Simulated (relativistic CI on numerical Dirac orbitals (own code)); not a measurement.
# Sensitivity of the levels of Zr2+ to α and to the nuclear radius

Computed by Dirac-Coulomb-Breit CI, KLI orbitals optimised for each configuration, valence Slater integrals scaled by 0.85, P86 correlation energy added to each configuration, derivatives by finite differences, QED left out (own radial code, finite nucleus).

CI space (outside the closed core [Kr]): 4d², 4d5s, 5s², 4d5p, 4d4f, 5s5p, 4d5d, 4f². Levels of other configurations are missing.

With x = (α/α₀)² − 1 an excitation energy changes as ω = ω₀ + qx; K = 2q/ω₀ is the relative enhancement. Terms are leading LS components, so labels can repeat. The field-shift factor is F = δν/δ⟨r²⟩ for the transition from the lowest level.

Lowest level 4d² ³F2.

```csv
Level,ω₀ (cm⁻¹),q (cm⁻¹),K,F (GHz/fm²)
4d² ³F3,567.9,564.6,1.99,0.0113
4d² ³F4,1257.8,1195,1.9,0.026
4d² ¹D2,6266.8,-79.64,-0.0254,0.424
4d² ³P0,8588.4,233,0.0543,0.0434
4d² ³P1,8794.2,456.4,0.104,0.0481
4d² ³P2,9208.6,884.4,0.192,0.0719
4d² ¹G4,11734.5,587.1,0.1,0.0639
4d5s ³D1,20881.6,-5928,-0.568,3.39
4d5s ³D2,21252.1,-5604,-0.527,3.39
4d5s ³D3,21885.1,-4995,-0.456,3.41
4d² ¹S0,25362.5,-662.8,-0.0523,0.752
4d5s ¹D2,28969.7,-4107,-0.284,2.66
4d5p ¹D°2,55013.7,-4012,-0.146,0.81
5s² ¹S0,56211.7,-11100,-0.395,6.59
4d5p ³F°2,56771.3,-3306,-0.116,0.814
4d5p ³D°1,56916.1,-3761,-0.132,0.8
4d5p ³F°3,57269.1,-3346,-0.117,0.82
4d5p ³D°2,57615.2,-2944,-0.102,0.796
4d5p ³D°3,58440.5,-2135,-0.0731,0.799
4d5p ³F°4,58689.3,-1894,-0.0645,0.817
4d5p ³P°1,60814.5,-3363,-0.111,0.864
4d5p ³P°0,60971.2,-3038,-0.0996,0.836
4d5p ³P°2,61355.6,-2560,-0.0835,0.841
```

For a near-neutral ion this model can misplace configurations by up to about 10,000 cm⁻¹ (more where the count of f electrons changes) and terms by 10 to 25 % of their spread. Rates follow the energies as ν³ (E1, M1) or ν⁵ (E2), so they and the lifetimes can be off by large factors. The fine structure of a lone outer electron comes out too small, for d and f at times inverted, and misplaced configurations move strength between like terms.
